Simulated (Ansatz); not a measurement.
The same path of a periodic cell of 17 atoms, TiSi$_{16}$ (host Si, host structure diamond, interstitial Ti) was run twice with different band settings. Lost on the way: Si3–Ti17, Si5–Ti17, Si7–Ti17, Si8–Ti17. Made: Si1–Ti17, Si2–Ti17, Si4–Ti17, Si6–Ti17.

Theory: Ansatz 0.2.0, DFT PBE, scalar-relativistic, plane waves, PAW. Settings: PAW set soft_1, cutoff 420 eV, k mesh 2x2x2, gaussian smearing 0.05 eV, no spin polarisation.

Relaxed end points:

```xyz
17
Lattice="0.0000 5.4300 5.4300 5.4300 0.0000 5.4300 5.4300 5.4300 0.0000" Properties=species:S:1:pos:R:3
Si -0.001 -0.002 0.001
Si 1.340 1.340 1.342
Si 2.714 2.713 0.037
Si 4.087 4.087 1.343
Si 2.714 0.035 2.715
Si 4.088 1.340 4.089
Si 5.393 2.714 2.716
Si 6.742 4.116 4.118
Si 0.035 2.714 2.715
Si 1.341 4.087 4.089
Si 2.714 5.393 2.716
Si 4.116 6.742 4.117
Si 2.715 2.714 5.395
Si 4.117 4.116 6.743
Si 5.430 5.430 5.430
Si 6.743 6.742 6.743
Ti 8.144 8.144 8.146
```

```xyz
17
Lattice="0.0000 5.4300 5.4300 5.4300 0.0000 5.4300 5.4300 5.4300 0.0000" Properties=species:S:1:pos:R:3
Si 0.046 -0.045 -0.044
Si 1.396 1.357 1.358
Si 2.702 2.730 -0.015
Si 4.074 4.036 1.358
Si 2.701 -0.016 2.731
Si 4.075 1.357 4.037
Si 5.448 2.731 2.731
Si 6.791 4.072 4.073
Si 0.046 2.759 2.760
Si 1.359 4.072 4.073
Si 2.673 5.385 2.760
Si 4.074 6.787 4.109
Si 2.673 2.759 5.385
Si 4.075 4.108 6.788
Si 5.448 5.413 5.414
Si 6.754 6.787 6.788
Ti 9.504 6.787 6.788
```

Common settings: movable images 3; climbing image yes; spring 5.0 eV/Å²; force threshold 0.05 eV/Å; end points relaxed.

| run | optimiser | start path | iteration limit | largest step |
| --- | --- | --- | --- | --- |
| 1 | lbfgs | IDPP | 50 | default |
| 2 | fire | default | 43 | 0.5 Å |

Task: What does each run give, and how far can it be trusted?

Result: Run 1: converged after 44 iterations, highest image 1.716 eV above the first end. By the program's own check the climbing image is a first-order saddle point (lowest curvatures found: -4.02 and 0.21 eV/Å²).
Run 2: converged after 35 iterations, highest image 1.729 eV above the first end. The order of the stationary point at the top wasn't checked.
Limits of this set-up: coarse k mesh.
